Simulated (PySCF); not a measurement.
# Name the molecule from its bond curve

A diatomic of charge 0 contains Ce. Its triplet curve at LC-ωPBE in a double-zeta basis (spin-free X2C with a Gaussian nucleus, PySCF), in eV from the separated fragments:

```
R (Å)  E (eV)
1.538  -7.356
1.609  -8.328
1.681  -8.856
1.734  -9.029
1.788  -9.053
1.842  -8.958
1.913  -8.686
2.003  -8.180
2.110  -7.418
2.253  -6.272
```

The fit gives ωe = 918 cm⁻¹ and the rotational constant Bₑ = 0.3746 cm⁻¹.

Question: Which atom is the partner?

Answer: The minimum lies at 1.771 Å, so the reduced mass is 16.8576 u Å² cm⁻¹/(Bₑ·Re²) = 14.35 u. With Ce at 139.91 u the partner weighs about 16.0 u: O. The molecule is CeO.

Spin–orbit coupling is left out. The state is the lowest single determinant that the PBE0 search found; with open d or f shells the true ground state can be another one.
